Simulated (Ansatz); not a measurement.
Relaxation of ClFH3InO2 (8 atoms, charge 0, multiplicity 1), to a largest force component of 0.03 eV/Å in at most 50 steps.

All numbers below come from RKS CAM-B3LYP-D4/def2-SVP in Ansatz.

```xyz
8
Properties=species:S:1:pos:R:3:forces:R:3
In -0.022 -0.373 -0.235 0.02 0.30 0.69
Cl 0.083 -0.519 2.180 -0.02 0.20 -0.58
O 1.682 -0.467 -1.211 0.02 -0.02 0.03
H 2.435 -0.577 -0.615 -0.02 0.03 -0.02
O -1.809 -0.366 -1.053 0.02 0.00 0.00
H -2.511 -0.361 -0.388 -0.01 0.01 0.00
F 0.037 2.466 0.977 -0.01 -0.23 -0.35
H 0.066 2.015 1.787 0.01 -0.28 0.22
```

Q: Where does it end, and by what steps?

A: It converged. After 7 steps the energy has fallen by 0.303 eV; F7 moved furthest, 0.50 Å. Joined: In1–F7 (3.09 → 2.38 Å).

```tsv
step	energy less start (eV)	largest force component (eV/Å)	accepted
0	0.0000	0.687	yes
1	-0.1356	0.356	yes
2	-0.2606	0.590	yes
3	-0.2529	0.643	no
4	-0.2894	0.355	yes
5	-0.2969	0.287	yes
6	-0.3028	0.036	yes
7	-0.3029	0.012	yes
```

```xyz
8
Properties=species:S:1:pos:R:3
In -0.030 -0.161 -0.165
Cl 0.065 -0.375 2.239
O 1.680 -0.339 -1.125
H 2.425 -0.449 -0.521
O -1.820 -0.241 -0.981
H -2.519 -0.305 -0.318
F 0.067 2.042 0.722
H 0.093 1.645 1.590
```

Whether the end is a true minimum wasn't checked by a vibrational analysis.

Time of the run: 18 s on 4 threads of Arm Neoverse V1 (shared host), peak memory 0.28 GiB.
